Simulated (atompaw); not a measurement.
**Pt: one change to a PAW (atompaw) potential, before and after**

platinum (Pt), PAW, made with atompaw 4.2.0.5 (PBE, scalar-relativistic). Core [Xe] 4f14, reference 5d9 6s0 6p0 (charge +1). Waves: 6s (bound, empty): rc 2.00 bohr; 6s channel at 0.5 Ry: rc 2.00 bohr; 6p (bound, empty): rc 2.50 bohr; 6p channel at 0.55 Ry: rc 2.50 bohr; 5d (bound): rc 2.50 bohr; 5d channel at 1.55 Ry: rc 2.50 bohr. Local part: troulliermartins scheme with l = 3 at -0.5 Ry, radius 2.20 bohr. Core correction: smooth core density matched at 1.60 bohr. Augmentation charge: sinc compensation charge, radius 2.25 bohr; PAW radius 2.50 bohr; waves and projectors: custom polynom gramschmidtortho.

Change: augmentation sinc compensation charge, radius 2.25 bohr; PAW radius 2.50 bohr; waves and projectors: custom rrkj vanderbiltortho.

Cutoffs: the cutoffs (Ry, on a coarse ladder) from which the occupation-weighted sum of valence levels, in a spherical-Bessel basis at the reference potential, stays within 10 and 1 mRy of its value at 400 Ry; they do not see the model core or the augmentation charge, which bear on the density cutoff.

**Question.** What does the change do?

**Answer.** The potential gets softer (21 Ry and 30 Ry → 18 Ry and 30 Ry); both files keep a bound ghost (p, s).

| quantity | base | changed |
| --- | --- | --- |
| cutoff, loose | 21 Ry | 18 Ry |
| cutoff, tight | 30 Ry | 30 Ry |
| bound ghosts | s, p | s, p |
| s: phases at 2.50 bohr within 0.05 rad from the reference energy up to (Ry; the scan ends near 5) | to the end of the scan | 4.9 |
| p: phases at 2.50 bohr within 0.05 rad from the reference energy up to (Ry; the scan ends near 5) | to the end of the scan | n/a |
| d: phases at 2.50 bohr within 0.05 rad from the reference energy up to (Ry; the scan ends near 5) | to the end of the scan | to the end of the scan |
| lowest overlap eigenvalue by channel | s 0.37, p 0.47, d 0.88 | s 0.68, p 0.56, d 0.79 |

 A true bound ghost makes a file unfit for plane-wave use even where its test errors are small: the radial tests pick states by their node count and pass the ghost by. The cutoffs see the waves, projectors and local potential, not the compensation charge or the core.
